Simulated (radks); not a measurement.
Problem. The rhenium ion Re+ is in [Xe] 4f14 5d5 6s1. Calculated with a radial shooting solver on a logarithmic mesh with Libxc functionals: scalar-relativistic Kohn-Sham, BLYP, spin-polarised, spherical densities, finite nucleus; Fermi nuclear charge, rms radius of each element as measured or else 0.836 A^(1/3) + 0.57 fm. Open shells are filled with parallel spins first. One electron is removed from 6s, 5p, 5d, 4f in turn, with full relaxation. Which removal costs least, and what does each cost?

Solution. 6s 16.989 eV; 5d 19.012 eV; 5p 59.034 eV; 4f 59.729 eV. The 6s electron leaves first.
